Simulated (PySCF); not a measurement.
Correlation energy of Li⁺ (lithium, charge +1)

1s2, closed-shell 1S. Calculation: PySCF 2.14, in x2c-QZVPPall with one added diffuse shell each of s, p type (7s5p2d1f, 39 functions); the spin-free X2C one-electron Hamiltonian (Gaussian nucleus). Frozen: nothing; 2 electrons correlated.

With two correlated electrons CCSD is exact within the correlated space (frozen core and kept virtual orbitals).

| level | correlation energy (mhartree) |
| --- | --- |
| CCSD | -22.19 |

Diagnostics: T1 = 0.0022, D1 = 0.0031, largest double amplitude 0.019.

Cost of the coupled-cluster step: of the order of 0.4 core-seconds, for 2 correlated electrons.

Iterations:

```
CC2 = 0
CCSD nocc = 1, nmo = 39
frozen orbitals []
max_cycle = 100
direct = 0
conv_tol = 1e-08
conv_tol_normt = 1e-06
diis_space = 8
diis_start_cycle = 0
Init t2, MP2 energy = -7.25638738160477  E_corr(MP2) -0.0193220346347874
Init E_corr(CCSD) = -0.0193220346347877
cycle = 1  E_corr(CCSD) = -0.021748652617419  dE = -0.00242661798  norm(t1,t2) = 0.00523823
cycle = 2  E_corr(CCSD) = -0.0221099845580426  dE = -0.000361331941  norm(t1,t2) = 0.00106626
cycle = 3  E_corr(CCSD) = -0.022190903593645  dE = -8.09190356e-05  norm(t1,t2) = 0.000256807
cycle = 4  E_corr(CCSD) = -0.022188428056137  dE = 2.47553751e-06  norm(t1,t2) = 1.27401e-05
cycle = 5  E_corr(CCSD) = -0.0221883030268919  dE = 1.25029245e-07  norm(t1,t2) = 1.23157e-06
cycle = 6  E_corr(CCSD) = -0.0221883136057093  dE = -1.05788174e-08  norm(t1,t2) = 1.96516e-07
cycle = 7  E_corr(CCSD) = -0.0221883143840669  dE = -7.78357642e-10  norm(t1,t2) = 1.67978e-08
CCSD converged
E(CCSD) = -7.259253661354046  E_corr = -0.0221883143840669
```

This basis was not built for core-valence correlation, so the inner-shell part is incomplete.
